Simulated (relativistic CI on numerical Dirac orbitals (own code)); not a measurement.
How well does a small relativistic CI reproduce F⁺?

Calculated at this level of theory: Dirac-Coulomb-Breit CI, KLI orbitals optimised for each configuration, model QED, valence Slater integrals scaled by 0.85, P86 correlation estimate, and configurations built on the next ion tied to the tabulated ionisation energy (semi-empirical) (own radial code, finite nucleus).

Configurations in the expansion (outside the closed core 1s2): 2s²2p⁴, 2s2p⁵, 2s²2p³3s, 2s²2p³3p, 2s²2p³3d, 2s²2p³4s, 2p⁶, 2s²2p³4p, 2s²2p³4d, 2s²2p³4f, 2s²2p²3s², 2s²2p²3s3p, 2s²2p²3p², 2s²2p²3s3d. Levels of other configurations are missing.

```
Configuration  Term (tabulated)  J  Measured (cm⁻¹)  Computed  Error  Purity (%)
       2s²2p⁴                3P  2              0.0         0      0         100
       2s²2p⁴                3P  1            341.1       335     -6         100
       2s²2p⁴                3P  0            489.7       481     -9         100
       2s²2p⁴                1D  2          20873.4     19561  -1312         100
       2s²2p⁴                1S  0          44918.1     38252  -6666          97
        2s2p⁵             3P° †  2         164797.9    177350  12553          88
        2s2p⁵             3P° †  1         165106.7    177658  12551          98
        2s2p⁵             3P° †  0         165279.2    177824  12545          98
     2s²2p³3s               5S°  2         176493.9    177401    907          89
     2s²2p³3s               3S°  1         182864.4    183063    198         100
     2s²2p³3p                5P  1         202449.4    203086    637         100
     2s²2p³3p                5P  2         202460.7    203098    637         100
     2s²2p³3p                5P  3         202480.3    203117    637         100
     2s²2p³3p                3P  1         207699.1    207777     78          99
     2s²2p³3p                3P  0         207702.0    207779     77          99
     2s²2p³3p                3P  2         207703.8    207783     79          99
     2s²2p³3s               3D°  3         211866.1    210440  -1426         100
     2s²2p³3s               3D°  2         211887.2    210464  -1424         100
     2s²2p³3s               3D°  1         211900.3    210478  -1422         100
     2s²2p³3s               1D°  2         215069.6    213285  -1784         100
     2s²2p³3s               1P°  1         227228.4    233188   5959          93
     2s²2p³3s               3P°  2         229550.1    231550   2000          99
     2s²2p³3s               3P°  1         229551.8    231545   1993          99
     2s²2p³3s               3P°  0         229554.5    231544   1990          99
```

Measured levels from NIST Handbook of Basic Atomic Spectroscopic Data (Sansonetti and Martin, J. Phys. Chem. Ref. Data 34, 1559 (2005)); pairs were made by configuration, J and term (by order where the table uses no LS term), so strongly mixed levels may be paired wrongly.

Mean error by configuration (cm⁻¹): 2s²2p⁴ -1998; 2s²2p³3s 699; 2s²2p³3p 357. Over the excited levels the mean absolute error is 1462 cm⁻¹ (23 of the 23 excited levels that our extract of the source holds in range could be paired), and the median relative error of those above 1,000 cm⁻¹ is 0.67 %. † marks terms whose computed intervals miss the measured ones by more than a factor of 2.5, or configurations far off the rest, from wrong mixing, a near crossing or a doubtful label or measurement; they are left out of the means.

Transition probabilities of persistent lines. The last column rescales the computed rate by the cube of measured over computed energy:

| λ measured (Å) | Lower | Upper | A tabulated (s⁻¹) | A computed | A rescaled |
| --- | --- | --- | --- | --- | --- |
| 605.67 vacuum | 2s²2p⁴ ³P2 | 2s2p⁵ ³P°1 | 4.30e+09 | 2.66e+09 | 2.13e+09 |
| 606.29 vacuum | 2s²2p⁴ ³P1 | 2s2p⁵ ³P°0 | 1.00e+10 | 6.32e+09 | 5.07e+09 |
| 606.80 vacuum | 2s²2p⁴ ³P2 | 2s2p⁵ ³P°2 | 7.80e+09 | 4.23e+09 | 3.39e+09 |
| 606.92 vacuum | 2s²2p⁴ ³P1 | 2s2p⁵ ³P°1 | 2.60e+09 | 1.57e+09 | 1.26e+09 |
| 607.47 vacuum | 2s²2p⁴ ³P0 | 2s2p⁵ ³P°1 | 3.30e+09 | 2.09e+09 | 1.67e+09 |
| 608.06 vacuum | 2s²2p⁴ ³P1 | 2s2p⁵ ³P°2 | 2.50e+09 | 1.40e+09 | 1.12e+09 |
| 3847.09 air | 2s²2p³3s ⁵S°2 | 2s²2p³3p ⁵P3 | 1.30e+08 | 1.24e+08 | 1.28e+08 |
| 3849.99 air | 2s²2p³3s ⁵S°2 | 2s²2p³3p ⁵P2 | 1.30e+08 | 1.24e+08 | 1.27e+08 |
| 3851.67 air | 2s²2p³3s ⁵S°2 | 2s²2p³3p ⁵P1 | 1.30e+08 | 1.23e+08 | 1.27e+08 |
| 4024.73 air | 2s²2p³3s ³S°1 | 2s²2p³3p ³P2 | 1.20e+08 | 1.29e+08 | 1.31e+08 |
| 4025.49 air | 2s²2p³3s ³S°1 | 2s²2p³3p ³P1 | 1.20e+08 | 1.29e+08 | 1.31e+08 |
